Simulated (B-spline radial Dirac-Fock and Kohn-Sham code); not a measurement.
Neutral oxygen: differential elastic cross section for positrons at 34.4 keV

The computed values come from a radial finite-basis atomic code: relativistic (Dirac) partial waves in the static field of the Dirac-Fock atom, without polarisation or absorption potentials.

```
θ (°)  dσ/dΩ (Å²/sr)  Sherman function
    0           4.42             0.000
  0.5           4.06             0.000
    1           3.19             0.000
    2           1.48             0.000
    4          0.260             0.000
    8         0.0214             0.000
   12        0.00475             0.000
   16        0.00165             0.000
   24       0.000361             0.001
   32       0.000120             0.001
   45       3.28e-05             0.002
   60       1.12e-05             0.003
   75       5.03e-06             0.004
   90       2.73e-06             0.005
  105       1.70e-06             0.006
  120       1.18e-06             0.006
  135       9.01e-07             0.005
  150       7.48e-07             0.004
  165       6.70e-07             0.002
  180       6.46e-07             0.000
```

The total elastic cross section is 0.0220 Å², the first transport cross section 0.000114 Å² and the second, weighted with (3/2) sin²θ, 0.000292 Å². The mean deflection is ⟨1 − cos θ⟩ = 0.00519, and 0.038 % of the collisions scatter beyond 90°.

Phase shifts modulo π (rad) for κ = −1 to −5: -0.620, -0.461, -0.381, -0.329, -0.291.
